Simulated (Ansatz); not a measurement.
Ansatz (a first-principles code) input (B3LYP/cc-pVDZ):

Ansatz 0.2 input:
```yaml
crystal:
  periodic: [false, false, false]
  atoms:
    - {symbol: C, position_ang: [-1.94067000, -0.20121400, -0.31648900]}
    - {symbol: C, position_ang: [-0.62923600, -0.04730200, 0.46914400]}
    - {symbol: C, position_ang: [0.51162900, 0.04847100, -0.49660400]}
    - {symbol: O, position_ang: [1.82473000, 0.25090000, 0.33402400]}
    - {symbol: H, position_ang: [-1.93813200, -1.10196100, -0.93088600]}
    - {symbol: H, position_ang: [-2.12156000, 0.66026300, -0.95969800]}
    - {symbol: H, position_ang: [-2.76997800, -0.27577600, 0.38432700]}
    - {symbol: H, position_ang: [-0.66563900, 0.85062300, 1.08836200]}
    - {symbol: H, position_ang: [-0.49501400, -0.91382600, 1.12395200]}
    - {symbol: H, position_ang: [0.50525300, 0.94365500, -1.11189200]}
    - {symbol: H, position_ang: [0.68600500, -0.84917200, -1.08515400]}
    - {symbol: H, position_ang: [2.64514600, 0.25645500, -0.19366800]}
    - {symbol: H, position_ang: [1.90573600, -0.37718900, 1.07615800]}
basis:
  gaussian:
    orbitals: cc-pVDZ
hamiltonian:
  xc: {name: B3LYP}
total_charge: 1
output: {forces: true}
```

Output:

```
Functional definition: B3LYP
integrals: 0.05 GiB planned
909 factors; integrals over basis functions are off by at most 1.1e-3 eV
mean field: 0.34 GiB planned
mean field evaluation 1: about -5283.0698 eV, gradient 7.9e1 eV
mean field evaluation 2: about -5275.4935 eV, gradient 9.7e1 eV
mean field evaluation 4: about -5297.0409 eV, gradient 3.4e0 eV
mean field evaluation 8: about -5297.3015 eV, gradient 3.1e-1 eV
mean field evaluation 16: about -5297.3017 eV, gradient 2.5e-5 eV
mean field -5297.30170947 eV, -194.6722471831 hartree, gradient 2.5e-5 eV, S^2 0.000000; 0 other end points of the search recorded, 0 dependent functions left out
the calculation of the forces begins
reference -5297.30195065 eV, -194.6722560461 hartree; 17, 17 occupied and 84, 84 virtual orbitals, 909 factors
Total energy: -5297.30195065 eV, -194.6722560461 hartree
Atom 0 at    -1.940670    -0.201214    -0.316489 Å, force     0.219198     0.024206     0.119694 eV/Å
Atom 1 at    -0.629236    -0.047302     0.469144 Å, force    -0.101674    -0.009083    -0.219638 eV/Å
Atom 2 at     0.511629     0.048471    -0.496604 Å, force     0.082040    -0.012344     0.314467 eV/Å
Atom 3 at     1.824730     0.250900     0.334024 Å, force    -0.283887     0.248212    -0.064145 eV/Å
Atom 4 at    -1.938132    -1.101961    -0.930886 Å, force    -0.009601    -0.303921    -0.208353 eV/Å
Atom 5 at    -2.121560     0.660263    -0.959698 Å, force    -0.071745     0.288613    -0.218310 eV/Å
Atom 6 at    -2.769978    -0.275776     0.384327 Å, force    -0.283781    -0.025654     0.234089 eV/Å
Atom 7 at    -0.665639     0.850623     1.088362 Å, force    -0.000980     0.294097     0.200996 eV/Å
Atom 8 at    -0.495014    -0.913826     1.123952 Å, force     0.052153    -0.275839     0.209397 eV/Å
Atom 9 at     0.505253     0.943655    -1.111892 Å, force     0.018305     0.313201    -0.214774 eV/Å
Atom 10 at     0.686005    -0.849172    -1.085154 Å, force     0.072519    -0.311367    -0.217767 eV/Å
Atom 11 at     2.645146     0.256455    -0.193668 Å, force     0.201151    -0.062747    -0.061611 eV/Å
Atom 12 at     1.905736    -0.377189     1.076158 Å, force     0.106302    -0.167375     0.125956 eV/Å
Dipole moment:     1.137066    -0.125230     0.036004 e Å
```

The dipole moment of an ion depends on the origin.

The geometry given is a B3LYP-D3(BJ)/def2-TZVP minimum.
